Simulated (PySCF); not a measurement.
silane (H$_{4}$Si), singlet, geometry from GFN2-xTB; PBE/STO-3G in PySCF.

Input for PySCF:
```python
from pyscf import gto, scf, dft

mol = gto.M(
    atom='''
Si   -0.00000000    0.00000000   -0.00000000
H     0.85687118    0.83207387    0.84090169
H    -0.85685565   -0.82713035    0.84578045
H    -0.82961346    0.85438800   -0.84584481
H     0.82959793   -0.85933152   -0.84083733
''',
    basis='sto-3g',
    verbose=4,
)

mf = dft.RKS(mol)
mf.xc = 'pbe'
mf.kernel()
```

Output, abridged:

```
PySCF version 2.14.0

[INPUT] verbose = 4
[INPUT] num. atoms = 5
[INPUT] num. electrons = 18
[INPUT] charge = 0
[INPUT] spin (= nelec alpha-beta = 2S) = 0
[INPUT] symmetry False subgroup None
[INPUT] Mole.unit = angstrom
[INPUT] Symbol           X                Y                Z      unit          X                Y                Z       unit  Magmom
[INPUT]  1 Si     0.000000000000   0.000000000000   0.000000000000 AA    0.000000000000   0.000000000000   0.000000000000 Bohr   0.0
[INPUT]  2 H      0.856871180000   0.832073870000   0.840901690000 AA    1.619251854233   1.572391729707   1.589073891784 Bohr   0.0
[INPUT]  3 H     -0.856855650000  -0.827130350000   0.845780450000 AA   -1.619222506786  -1.563049830816   1.598293412011 Bohr   0.0
[INPUT]  4 H     -0.829613460000   0.854388000000  -0.845844810000 AA   -1.567742228653   1.614559324115  -1.598415034785 Bohr   0.0
[INPUT]  5 H      0.829597930000  -0.859331520000  -0.840837330000 AA    1.567712881206  -1.623901223006  -1.588952269011 Bohr   0.0

nuclear repulsion = 21.6183353073154
number of shells = 9
number of NR pGTOs = 39
number of NR cGTOs = 13
basis = sto-3g
ecp = {}

******** <class 'pyscf.dft.rks.RKS'> ********
method = RKS
initial guess = minao
damping factor = 0
level_shift factor = 0
DIIS = <class 'pyscf.scf.diis.CDIIS'>
diis_start_cycle = 1
diis_space = 8
diis_damp = 0
SCF conv_tol = 1e-09
SCF conv_tol_grad = None
SCF max_cycles = 50
direct_scf = True
direct_scf_tol = 1e-13
XC library pyscf.dft.libxc version 7.1.2
    S. Lehtola, C. Steigemann, M. J. T. Oliveira, and M. A. L. Marques,  SoftwareX 7, 1–5 (2018)
XC functionals = pbe
    J. P. Perdew, K. Burke, and M. Ernzerhof,  Phys. Rev. Lett. 77, 3865 (1996)
    J. P. Perdew, K. Burke, and M. Ernzerhof,  Phys. Rev. Lett. 78, 1396 (1997)
    J. P. Perdew, K. Burke, and M. Ernzerhof,  Phys. Rev. Lett. 77, 3865 (1996)
    J. P. Perdew, K. Burke, and M. Ernzerhof,  Phys. Rev. Lett. 78, 1396 (1997)
radial grids:
    Treutler-Ahlrichs [JCP 102, 346 (1995); DOI:10.1063/1.469408] (M4) radial grids

becke partition: Becke, JCP 88, 2547 (1988); DOI:10.1063/1.454033
pruning grids: <function nwchem_prune>
grids dens level: 3
symmetrized grids: False
atomic radii adjust function: <function treutler_atomic_radii_adjust>
small_rho_cutoff = 0
Set gradient conv threshold to 3.16228e-05
Initial guess from minao.
tot grids = 58416
init E= -287.955638547066
  HOMO = -0.323464674441656  LUMO = 0.212005321028697  gap/eV = 14.57088
cycle= 1 E= -288.336560505311  delta_E= -0.381  |g|= 0.126  |ddm|= 2.07
  HOMO = -0.256896534254663  LUMO = 0.281342028320306  gap/eV = 14.64622
cycle= 2 E= -288.337784580176  delta_E= -0.00122  |g|= 0.107  |ddm|= 0.384
  HOMO = -0.24927923198376  LUMO = 0.287617133937485  gap/eV = 14.60969
cycle= 3 E= -288.342264208926  delta_E= -0.00448  |g|= 0.00255  |ddm|= 0.185
  HOMO = -0.249522264192003  LUMO = 0.287388200557945  gap/eV = 14.61008
cycle= 4 E= -288.342267129008  delta_E= -2.92e-06  |g|= 1.19e-05  |ddm|= 0.00461
  HOMO = -0.249531193920176  LUMO = 0.287373832664268  gap/eV = 14.60993
cycle= 5 E= -288.342267129071  delta_E= -6.31e-11  |g|= 2.82e-07  |ddm|= 2.15e-05
  HOMO = -0.249531130112503  LUMO = 0.287373950430819  gap/eV = 14.60993
Extra cycle  E= -288.342267129071  delta_E=    0  |g|= 2.6e-07  |ddm|= 9.54e-07
converged SCF energy = -288.342267129071
```
